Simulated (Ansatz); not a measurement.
A nudged elastic band was laid between two geometries of C$_{4}$H$_{7}$Sb (12 atoms, charge 0, multiplicity 1).

The calculation used RKS BLYP-D4/def2-SVP (Ansatz 0.2.0).

```yaml
movable_images: 5
climbing_image: yes
spring: 5.0 eV/Å²
optimiser: quadratic models (default)
start_path: through a guess of the saddle point
force_threshold: 0.03 eV/Å
iteration_limit: 60
end_points: relaxed
```

Initial state:

```xyz
12
Properties=species:S:1:pos:R:3
C -0.901 2.064 1.436
C -0.863 0.809 0.929
C 0.169 0.323 0.013
C 0.214 -0.934 -0.499
Sb 1.802 -1.560 -1.862
H -1.697 2.387 2.122
H -0.131 2.808 1.176
H -1.650 0.086 1.209
H 0.950 1.057 -0.258
H -0.568 -1.662 -0.225
H 2.054 -3.084 -1.046
H 0.698 -2.349 -2.961
```

Final state:

```xyz
12
Properties=species:S:1:pos:R:3
C -0.734 2.029 1.325
C -0.898 0.764 0.870
C 0.116 0.019 0.124
C -0.049 -1.248 -0.335
Sb 1.485 -2.441 -1.328
H -1.527 2.550 1.881
H 0.204 2.581 1.153
H -1.851 0.239 1.061
H 1.063 0.554 -0.066
H -1.001 -1.771 -0.128
H 2.497 -1.051 -1.608
H 0.771 -2.279 -2.915
```

(1) Which bonds break or form, and what moves?

(2) What energy profile does the band end with?

(3) What is the geometry of the highest image?

Answers

(1) No bond is made or broken. The height of Sb5 over the plane of its neighbours goes from 1.03 to -1.03 Å.

(2) The forces met the threshold. The highest image is number 4 of 0 to 6, 196.3 kJ/mol above the first end and 194.0 kJ/mol above the last; the last end lies 2.4 kJ/mol above the first. Neighbouring images differ by up to 2.0 eV, so the band resolves the path poorly. A vibrational analysis at the climbing image gives one clearly imaginary mode, 930i cm⁻¹: a first-order saddle point.

| image | path coordinate (Å) | energy (kJ/mol) | height of Sb5 over the plane of its neighbours (Å) |
| --- | --- | --- | --- |
| 0 | 0.00 | 0.0 | 1.03 |
| 1 | 0.92 | 1.4 | 1.03 |
| 2 | 1.84 | 4.1 | 1.02 |
| 3 | 2.76 | 11.3 | 0.92 |
| 4 | 3.68 | 196.3 | 0.00 |
| 5 | 4.75 | 6.5 | -0.97 |
| 6 | 5.82 | 2.4 | -1.03 |

(3) 
```xyz
12
Properties=species:S:1:pos:R:3
C -0.800 2.015 1.581
C -0.949 0.860 0.882
C 0.103 0.214 0.112
C -0.089 -0.941 -0.584
Sb 1.341 -1.975 -1.716
H -1.635 2.455 2.145
H 0.162 2.550 1.607
H -1.932 0.356 0.883
H 1.089 0.710 0.111
H -1.063 -1.457 -0.605
H 2.943 -1.481 -1.824
H 0.908 -3.360 -2.558
```

Run time: 4.2 min on 2 threads of Arm Neoverse V2 (shared host), peak memory 0.16 GiB.
